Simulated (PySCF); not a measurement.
ClH₃HfS₃, SMILES [Cl][Hf]([SH])([SH])[SH], multiplicity 1.

Geometry optimised at PBE0-D3(BJ)/def2-SVP. The spin state was assumed, not searched. The structure was generated by enumeration; whether it is a known compound was not checked. The def2 effective core potentials stand for the cores of Hf; spin–orbit coupling is left out. The values are those of a single conformer.

These are B3LYP/def2-TZVP run with PySCF values and carry that method's errors.

The total energy is -1704.97117 hartree and the highest occupied level comes out as -7.71 eV. The lowest empty level is -2.29 eV and the orbital gap comes out as 5.42 eV. The dipole moment is 1.20 D and the quadrupole, principal values (traceless, Buckingham form, about the centre of nuclear charge) is -6.82, 1.31, 5.51 D·Å. The mean static polarisability is 113.6 bohr³ (16.83 Å³) and the polarisability, principal values comes out as 108.4, 114.2, 118.1 bohr³.
